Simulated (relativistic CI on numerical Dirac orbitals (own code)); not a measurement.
Computed by Dirac-Coulomb-Breit CI, separate exchange-only KLI orbitals for each configuration, model QED, unscaled Slater integrals (own radial code, finite nucleus).

The strongest absorption lines from the ground level of an ion, among the configurations computed and to levels below about 10600 eV (vacuum wavelength in nm, gf): 0.14511 (0.34), 0.14776 (1.1), 0.14980 (0.38), 0.15555 (0.038), 1.0669 (0.22).

Question: Which ion is it?
A. Pm⁵⁵⁺
B. Dy⁶⁰⁺
C. Lu⁶⁵⁺
D. Os⁷⁰⁺

Answer: B. Dy⁶⁰⁺ has 6 electrons and the ground level 2s2 2p2 3P_0; the strongest line goes to 2s2 2p 3d 3D°_1. The pattern of lines fixes the number of electrons, and along that sequence the line energies rise steadily with the charge (about as its square where n changes within one kind of shell, about linearly where n is kept but much faster in heavy ions where fine structure, which grows about as Z⁴, sets the gap, and irregularly where shells cross), which fixes Z. Configurations outside the model, such as inner-shell arrays, can give stronger lines. At this charge energies of transitions that change n are usually good to better than 1 %, and those within a shell (Δn = 0) to a few per cent.

LS names give the leading component of a level, which can be under half, so a name can repeat, a term be missing and a line seem to break the LS rules.
